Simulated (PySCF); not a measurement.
Shapes and spin states of Si₄⁺

Method: PySCF, PBE0, basis Si def2-TZVP (no relativity, density fitting).

Relaxations began from a few typed shapes and spin states; open shells are unrestricted. The search is not exhaustive: other isomers or separated fragments can lie lower, and high-lying points may rest on an excited occupation.

Problem. Which is the lowest minimum found?
A. doublet D2h: Si–Si 2.252 Å (×2), Si–Si 2.332 Å (×2); Si–Si–Si 90.0° (×4)
B. doublet D2h: Si–Si 2.282 Å (×4), Si–Si 2.636 Å; Si–Si–Si 54.7° (×4), Si–Si–Si 70.6° (×2), Si–Si–Si 109.4° (×2)
C. doublet D2h: Si–Si 2.271 Å, Si–Si 2.358 Å (×4); Si–Si–Si 57.6° (×2), Si–Si–Si 61.2° (×4), Si–Si–Si 122.4° (×2)
D. quartet D2h: Si–Si 2.304 Å (×4), Si–Si 2.362 Å; Si–Si–Si 59.2° (×4), Si–Si–Si 61.7° (×2), Si–Si–Si 118.3° (×2)
E. quartet D4h: Si–Si 2.364 Å (×4); Si–Si–Si 90.0° (×4)
F. quartet D2d: Si–Si 2.324 Å (×4), Si–Si 3.089 Å (×2); Si–Si–Si 48.4° (×8), Si–Si–Si 83.3° (×4)
G. quartet D2: Si–Si 2.255 Å (×2), Si–Si 2.426 Å (×2), Si–Si 2.902 Å (×2); Si–Si–Si 49.1° (×4), Si–Si–Si 54.4° (×4), Si–Si–Si 76.5° (×4)
H. broken-symmetry Ms = 1/2 (⟨S²⟩ 2.27) C3v: Si–Si 2.436 Å (×3), Si–Si 2.530 Å (×3); Si–Si–Si 58.7° (×6), Si–Si–Si 60.0° (×3), Si–Si–Si 62.6° (×3)

Solution. B. The others lie at 25.2 (doublet D2h), 80.5 (doublet D2h, a saddle point), 123.7 (quartet D2h), 133.7 (quartet D2), 143.2 (quartet D2d, a saddle point), 187.7 (quartet D4h, a saddle point), 198.8 (broken-symmetry Ms = 1/2 C3v, a saddle point) kJ/mol above it.
